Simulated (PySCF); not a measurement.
**Assigning NMR signals**

Geometry:
| atom | x (Å) | y (Å) | z (Å) |
| --- | --- | --- | --- |
| C1 | -1.609 | -1.972 | -0.252 |
| C2 | -1.800 | -0.660 | -0.447 |
| C3 | -3.040 | 0.037 | 0.033 |
| C4 | -0.787 | 0.209 | -1.148 |
| B5 | -0.124 | 1.230 | -0.135 |
| O6 | -0.609 | 2.498 | -0.062 |
| O7 | 0.901 | 0.917 | 0.716 |
| C8 | 1.456 | -0.356 | 0.781 |
| C9 | 2.536 | -0.727 | -0.185 |
| C10 | 2.861 | -0.450 | 1.260 |
| H11 | -0.714 | -2.478 | -0.625 |
| H12 | -2.348 | -2.584 | 0.273 |
| H13 | -2.794 | 0.876 | 0.703 |
| H14 | -3.718 | -0.649 | 0.560 |
| H15 | -3.585 | 0.479 | -0.818 |
| H16 | -1.287 | 0.794 | -1.938 |
| H17 | -0.016 | -0.418 | -1.621 |
| H18 | -0.147 | 3.003 | 0.618 |
| H19 | 0.745 | -1.133 | 1.084 |
| H20 | 2.580 | -1.755 | -0.553 |
| H21 | 2.823 | 0.034 | -0.915 |
| H22 | 3.354 | 0.499 | 1.486 |
| H23 | 3.141 | -1.281 | 1.912 |

Level of theory: PBE0-D3(BJ)/def2-SVP geometry, shielding tensors at B97-2/pcSseg-1 (GIAO), in PySCF 2.14.0 with density-fitted response routines (gas phase, relativity neglected, one conformer, averaged over atoms made equivalent by symmetry, fast rotation or ring inversion).

Shifts are taken against calculated references (same method and geometry level): TMS for ¹³C, ¹H.

Question: Assign these signals to the numbered atoms. ¹³C{¹H} NMR (computed): δ 149.2, 114.9, 47.4, 27.0, 26.4, 8.9.

Answer: 
```tsv
δ (ppm)	atoms	environment	reason
149.2	C2	fully substituted alkene carbon	the olefinic region
114.9	C1	terminal =CH2 carbon	as expected for a trigonal carbon in a double bond
47.4	C8	three-membered-ring carbon	deshielded by the electronegative neighbour
27.0	C4	allylic sp3 CH2 bonded to B	–
26.4	C3	allylic methyl carbon	saturated and bonded to C and H only
8.9	C9/C10	three-membered-ring carbon	carbons of three-membered rings are unusually shielded
```

C4 and C3 lie closer than the usual error of such a calculation, so a measured spectrum could show them in the other order.

Question: Assign these signals to the numbered atoms. ¹H NMR (600 MHz, computed): δ 5.02 (m, 1H), 4.94 (m, 1H), 3.76 (m, 1H), 3.57 (br s, 1H), 1.87 (s, 3H), 1.86 (s, 2H), 0.56 (m, 2H), 0.46 (m, 2H).

Answer: 
```tsv
δ (ppm)	atoms	environment	reason
5.02	H12	hydrogen on a terminal =CH2 carbon	attached to an sp2 carbon and in the plane of the double bond
4.94	H11	hydrogen on a terminal =CH2 carbon	–
3.76	H19	hydrogen on a three-membered-ring carbon	its carbon carries O, hence the downfield position
3.57	H18	hydrogen on an oxygen bonded to B	exchangeable, gas-phase position
1.87	H13/H14/H15	hydrogen on an allylic methyl carbon	allylic position
1.86	H16/H17	hydrogen on an allylic sp3 CH2 bonded to B	allylic position
0.56	H20/H23	hydrogen on a three-membered-ring carbon	cyclopropane-type protons are shielded by the ring
0.46	H21/H22	hydrogen on a three-membered-ring carbon	–
```

H12 and H11; H13/H14/H15 and H16/H17; H20/H23 and H21/H22 lie closer than the usual error of such a calculation, so a measured spectrum could show them in the other order.

OH/NH shifts are gas-phase values; hydrogen bonding in solution moves them, usually downfield. A carbon bonded to boron is broadened by the quadrupolar boron nucleus and is often missing from a measured spectrum. Shifts are as computed. Against solution values, carbons near 30 ppm lie about +1 ppm off and those near 130 ppm about +2 ppm. Of 1211 compounds with measured shifts, 218 miss one by over three times the rms of a fit or turn the order of signals round; such compounds aren't used in these exercises. Multiplicities follow the n + 1 count of equivalent neighbours, as no J values were calculated; m marks all less simple cases, F and P coupling included.
